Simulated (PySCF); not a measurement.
Point-charge models of `C#C[SiH2]C[Si@@H](F)Cl` against its computed dipole.

Coordinates (GFN2-xTB, Å) and charges (e) from the PBE0/pcSseg-1 density (PySCF):

| atom | x | y | z | Mulliken | IAO | Hirshfeld | ESP-fitted |
| --- | --- | --- | --- | --- | --- | --- | --- |
| C1 | 2.610 | 1.515 | 0.127 | -0.1918 | -0.1826 | -0.0802 | -0.2986 |
| C2 | 1.957 | 0.514 | -0.002 | -0.1830 | -0.3343 | -0.1562 | -0.2312 |
| Si3 | 0.982 | -1.050 | -0.170 | +0.6828 | +0.7884 | +0.3699 | +0.6137 |
| C4 | -0.811 | -0.657 | 0.362 | -0.8790 | -0.8605 | -0.2492 | -0.5163 |
| Si5 | -1.751 | 0.472 | -0.820 | +1.0587 | +1.2193 | +0.4320 | +0.5714 |
| F6 | -1.825 | -0.302 | -2.235 | -0.4178 | -0.5382 | -0.2052 | -0.2755 |
| Cl7 | -3.656 | 0.752 | -0.241 | -0.3086 | -0.2972 | -0.1125 | -0.1825 |
| H8 | 3.178 | 2.395 | 0.236 | +0.0662 | +0.2049 | +0.1001 | +0.2948 |
| H9 | 1.036 | -1.510 | -1.559 | -0.0448 | -0.1054 | -0.0632 | -0.0991 |
| H10 | 1.541 | -2.048 | 0.752 | -0.0661 | -0.1080 | -0.0673 | -0.1224 |
| H11 | -1.353 | -1.600 | 0.457 | +0.1862 | +0.1761 | +0.0510 | +0.1564 |
| H12 | -0.793 | -0.216 | 1.359 | +0.1855 | +0.1774 | +0.0495 | +0.1487 |
| H13 | -1.120 | 1.736 | -1.144 | -0.0883 | -0.1400 | -0.0687 | -0.0595 |

Form Σ q r in debye for every column and set it beside the full dipole.

The full density gives (1.57, 0.30, 1.62) D, 2.27 D in size; dipole vectors point from the negative to the positive end.

| scheme | μx | μy | μz | size (D) | share of the full size (%) | angle to the full dipole (°) |
| --- | --- | --- | --- | --- | --- | --- |
| Mulliken | 1.55 | -1.25 | 0.75 | 2.13 | 94 | 47 |
| IAO | 2.06 | 0.54 | 2.02 | 2.93 | 129 | 3 |
| Hirshfeld | 0.95 | 0.08 | 1.01 | 1.38 | 61 | 4 |
| ESP-fitted | 1.64 | 0.29 | 1.61 | 2.32 | 102 | 2 |

Which set comes closest?

Length of the difference vector: ESP-fitted 0.08 D, IAO 0.67 D, Hirshfeld 0.90 D, Mulliken 1.78 D. Closest: ESP-fitted. 

What is left for the Hirshfeld atoms' own dipoles?

The Hirshfeld atoms' densities add up to the full density, so μ = Σ q r + Σ (atomic dipoles). The atomic dipoles sum to (1.57, 0.30, 1.62) − (0.95, 0.08, 1.01) = (0.62, 0.22, 0.61) D, 0.90 D in size.

With the origin at the mean of the coordinates, (0.000, 0.000, -0.221) Å, which are the largest single terms, by size, of the IAO dipole along the direction of the full one?

Si5 -9.20, F6 +7.06, Cl7 +3.48, H8 +2.79, C2 -2.53 D; all 13 atoms together +2.93 D. The single terms depend on the origin, their sum doesn't.

Give the size of the full dipole in other units.

2.27 D = 0.895 au = 0.473 e·Å = 7.59 × 10⁻³⁰ C·m.

The structure is a single GFN2-xTB conformer in the gas phase; no vibrational or solvent corrections.

The values belong to the conformer `[CH:1]#[C:2][SiH2:3][CH2:4][Si@@H:5]([F:6])[Cl:7]`: C2–Si3–C4–Si5 69°, Si3–C4–Si5–F6 61°.
